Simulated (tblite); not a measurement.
Compound: p-dibromotetrafluorobenzene, C6Br2F4.
Atom-mapped SMILES: `[F:1][c:2]1[c:3]([F:4])[c:5]([Br:6])[c:7]([F:8])[c:9]([F:10])[c:11]1[Br:12]`

Computed with GFN2-xTB (tblite), gas phase: L-BFGS steps from a force-field or distance-geometry start until the largest atomic force falls under 0.01 eV/Å.

Step 8: E = -1085.7308 eV
```
atom  x, y, z in Å  |  force x, y, z in eV/Å
F1     -1.0520    2.5019    0.0335    0.016   0.009  -0.001
C2     -0.5392    1.2747    0.0160    0.014   0.005  -0.001
C3      0.8399    1.1011   -0.0108    0.004   0.010  -0.001
F4      1.6405    2.1634   -0.0195   -0.005   0.008   0.001
C5      1.3911   -0.1776   -0.0288   -0.010   0.003   0.000
Br6     3.2566   -0.4092   -0.0652   -0.013  -0.007   0.001
C7      0.5394   -1.2793   -0.0199   -0.013   0.004  -0.003
F8      1.0533   -2.5064   -0.0375   -0.029   0.002   0.002
C9     -0.8413   -1.1057    0.0062    0.000   0.004   0.000
F10    -1.6408   -2.1690    0.0138    0.008   0.005   0.000
C11    -1.3918    0.1738    0.0244    0.010   0.007   0.004
Br12   -3.2545    0.4316    0.0617    0.017  -0.050  -0.002
```

Step 9: E = -1085.7309 eV
```
atom  x, y, z in Å  |  force x, y, z in eV/Å
F1     -1.0515    2.5021    0.0335    0.009   0.023  -0.001
C2     -0.5392    1.2752    0.0159    0.032   0.001   0.000
C3      0.8401    1.1013   -0.0108    0.015   0.023  -0.001
F4      1.6408    2.1644   -0.0195   -0.020  -0.018   0.001
C5      1.3908   -0.1776   -0.0289    0.010   0.017  -0.001
Br6     3.2569   -0.4098   -0.0652   -0.022  -0.005   0.001
C7      0.5392   -1.2791   -0.0201   -0.013  -0.007  -0.001
F8      1.0519   -2.5069   -0.0374   -0.025   0.008   0.001
C9     -0.8412   -1.1052    0.0063    0.002  -0.002  -0.001
F10    -1.6405   -2.1686    0.0138    0.006   0.007   0.001
C11    -1.3911    0.1743    0.0246   -0.018  -0.002   0.002
Br12   -3.2549    0.4292    0.0617    0.026  -0.045  -0.002
```

**Question.** Estimate the geometry and energy of step 10. (The exact step hangs on the optimiser's Hessian estimate; all steps are aligned on step 9, rigid shifts and turns removed.)

**Answer.** E = -1085.7312 eV, largest force 0.047 eV/Å
```
atom  x, y, z in Å  |  force x, y, z in eV/Å
F1     -1.0505    2.5028    0.0335    0.001   0.034  -0.001
C2     -0.5388    1.2760    0.0158    0.037  -0.005   0.003
C3      0.8405    1.1018   -0.0109    0.018   0.032  -0.001
F4      1.6409    2.1656   -0.0193   -0.027  -0.038   0.001
C5      1.3905   -0.1775   -0.0291    0.029   0.021  -0.001
Br6     3.2569   -0.4108   -0.0651   -0.027  -0.004   0.001
C7      0.5388   -1.2788   -0.0204   -0.008  -0.011   0.003
F8      1.0494   -2.5074   -0.0372   -0.014   0.011  -0.001
C9     -0.8411   -1.1043    0.0064    0.004  -0.011  -0.002
F10    -1.6401   -2.1678    0.0138    0.000   0.007   0.002
C11    -1.3904    0.1750    0.0251   -0.040  -0.005  -0.001
Br12   -3.2551    0.4247    0.0615    0.027  -0.032  -0.001
```

The energy changes by -0.0002 eV. The first-order estimate −F·Δx gives -0.0003 eV and the mean of the old and new forces, exact on a quadratic surface, -0.0002 eV. The step makes an angle of 57° with the force vector and moves no atom by more than 0.005 Å.

What follows is the cost of the whole relaxation. Time: 0.16 s. Hardware: one thread, Arm Neoverse V1 (aarch64), on a shared host.
